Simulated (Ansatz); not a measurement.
**What each rung costs, and what it gives**

The pair of Cl⁻ (SMILES [Cl-], atom 1) and CH₄S (SMILES CS, atoms 2–7), both closed shells, in one local arrangement (a lower one may exist), relaxed at PBE0-D4/def2-TZVPD:

Cl1  (-0.120, -0.293, -2.775)
C2  (0.383, 0.106, 0.795)
S3  (-1.374, -0.046, 0.381)
H4  (0.936, 0.037, -0.145)
H5  (0.698, -0.699, 1.462)
H6  (0.592, 1.066, 1.270)
H7  (-1.115, -0.170, -0.988)
(Å)

Interaction energies are counterpoise-corrected; the time is that of the whole pair.

Ansatz 0.2.0; basis: as named in each row; cores frozen in the correlated methods. B3LYP uses VWN-RPA correlation. Extrapolation: Hartree–Fock as exp(−7.88 √X), correlation as X^−2.97.

Times are rough, for one single point on 2 threads of a shared host (Intel Xeon Platinum 8488C).

The estimate by CCSD(T) at an estimated basis limit (MP2 extrapolated from triple and quadruple zeta, plus CCSD(T) − MP2 in triple zeta) is -0.656 eV.

```csv
method,basis,time (s),interaction energy (eV),method less estimate
HF,STO-3G,under 1,-0.301,0.355
PBE-D4,STO-3G,under 1,-0.867,-0.211
SPW92,def2-SVP,under 1,-1.163,-0.508
B3LYP-D4,6-31G,under 1,-0.856,-0.200
PBE-D4,def2-SVP,under 1,-0.978,-0.322
PBE0-D4,def2-SVP,under 1,-0.925,-0.269
CCSD(T),def2-SVP,1,-0.603,0.053
revPBE-D4,def2-TZVPPD,2,-0.753,-0.097
PBE-D4,def2-TZVPPD,2,-0.775,-0.119
BLYP-D4,def2-TZVPPD,2,-0.702,-0.046
wB97M-V,def2-SVP,2,-0.808,-0.152
PBE0-D4,def2-TZVPPD,2,-0.734,-0.078
HSE06-D4,def2-TZVPPD,2,-0.736,-0.080
B3LYP-D4,def2-TZVPPD,3,-0.684,-0.029
r2SCAN-D4,def2-TZVPPD,3,-0.742,-0.087
B2PLYP,def2-TZVPPD,5,-0.607,0.049
B97M-V,def2-TZVPPD,6,-0.675,-0.020
wB97X-V,def2-TZVPPD,6,-0.642,0.014
wB97M-V,def2-TZVPPD,6,-0.634,0.022
MP2,def2-QZVPPD,14,-0.688,-0.032
CCSD(T),def2-TZVPPD,41,-0.599,0.057
```

The T1 diagnostic stays at or below 0.010.
